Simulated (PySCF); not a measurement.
SnOF₂, SMILES [O]=[Sn]([F])[F].

The structure is a stationary point at B3LYP-D3(BJ)/def2-SVP. The def2 effective core potentials stand for the cores of Sn; spin–orbit coupling is left out.

These are PySCF with B3LYP/def2-TZVPD values and carry that method's errors.

Symmetry labels are those of the subgroup C2v that the program uses (full group C2v).

Computed valence orbital energies around the gap with their symmetry:
| orbital | symmetry | energy (eV) |
|---|---|---|
| HOMO−7 | B2 | -12.86 |
| HOMO−6 | B1 | -12.31 |
| HOMO−5 | A1 | -12.28 |
| HOMO−4 | A2 | -11.89 |
| HOMO−3 | B2 | -11.68 |
| HOMO−2 | A1 | -10.80 |
| HOMO−1 | B1 | -9.09 |
| HOMO | B2 | -8.89 |
| LUMO | A1 | -4.53 |
| LUMO+1 | B1 | -2.93 |
| LUMO+2 | B2 | -0.53 |
| LUMO+3 | A1 | 0.43 |
